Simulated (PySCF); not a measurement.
**Structure from 2D NMR**

Compound of formula C2H7B2N. Correlations simulated from computed shifts and couplings:

HSQC (one-bond C–H):
```csv
δH,δC,"¹J(C,H) (Hz)"
6.92,152.7,180
5.53,108.4,168
4.90,108.4,172
```

COSY cross peaks (|J| ≥ 2 Hz):
```csv
δH,δH,abs. J (Hz),bonds
6.92,5.53,17.0,3
6.92,4.90,10.0,3
```

HMBC (two and three bonds, |J| ≥ 2.5 Hz):
```csv
δH,δC [abs. J in Hz]
6.92,108.4 [5.1]
5.84,152.7 [7.7]
5.53,152.7 [5.1]
4.90,152.7 [4.4]
```

PySCF 2.14.0 with density-fitted response routines calculation with shieldings: GIAO PBE0/pcSseg-1, J: B3LYP/pcJ-1 (spin–dipole term only in couplings to heteroatoms) and PBE0-D3(BJ)/def2-SVP structure; single conformer, non-relativistic, averaged over atoms made equivalent by symmetry, fast rotation or ring inversion, in vacuum.

Chemical shifts δ = σref − σ; ¹H (σ = 31.27 ppm) and ¹³C (σ = 184.41 ppm) vs TMS, all at this level.

Exchangeable hydrogens are left out of these lists, and C,H couplings along chains are those of one rotamer, so weak HMBC peaks may be missing or extra.

Work out the connectivity.

Answers

`InChI=1S/C2H7B2N/c1-2-5(3)4/h2H,1,3-4H2`.

Mapped SMILES: `[BH2:1][N:2]([BH2:3])[CH:4]=[CH2:5]`. Hydrogens are named by the atom that carries them. Ha(C5) is cis to N2; Hb(C5) is trans to N2.

- δC 152.7 is C4, an alkene carbon bearing nitrogen (δH 6.92).
- δC 108.4 is C5, a β carbon of an enol-ether or enamine type C=C (δH 5.53, 4.90).
- COSY links 6.92–5.53, 6.92–4.90.

Hydrogens on boron are broadened and split by ¹¹B (spin 3/2, 80 %) and 10B (spin 3). Unscaled 3J(H,H) at this level run about 10 % above measured values. Shifts are as computed. Against solution values, carbons near 30 ppm lie about +2 ppm off and those near 130 ppm about +5 ppm. Of 1211 compounds with measured shifts, 218 miss one by over three times the rms of a fit or turn the order of signals round; such compounds aren't used in these exercises.
